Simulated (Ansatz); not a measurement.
Basis-set series for AlGaH3NO (`[NH2][Al]1[O][GaH]1`). Charge 0, multiplicity 1. The geometry is a stationary point of PBE0-D4/def2-TZVP. It is one conformer, not always the lowest.

```
functional       basis  functions  energy (Eh)  HOMO (eV)  LUMO (eV)
   PBE0-D4  def2-TZVPP        194  -2298.69138      -5.94      -1.49
   PBE0-D4  def2-QZVPP        363  -2298.75063      -5.98      -1.56
   ωB97M-V  def2-TZVPP        194  -2299.03980      -7.92       0.29
   ωB97M-V  def2-QZVPP        363  -2299.09684      -7.96       0.08
```

Q: Give the rows for def2-SVP. (An estimate is asked.)

A: Ansatz gave: 
```json
{"functional": "PBE0-D4", "basis": "def2-SVP", "functions": "93", "energy (Eh)": "-2298.19222", "HOMO (eV)": "-5.87", "LUMO (eV)": "-1.32"}
{"functional": "ωB97M-V", "basis": "def2-SVP", "functions": "93", "energy (Eh)": "-2298.53866", "HOMO (eV)": "-7.82", "LUMO (eV)": "0.51"}
```

Positive LUMOs are unbound and depend on the basis. Scalar relativity is left out up to krypton.
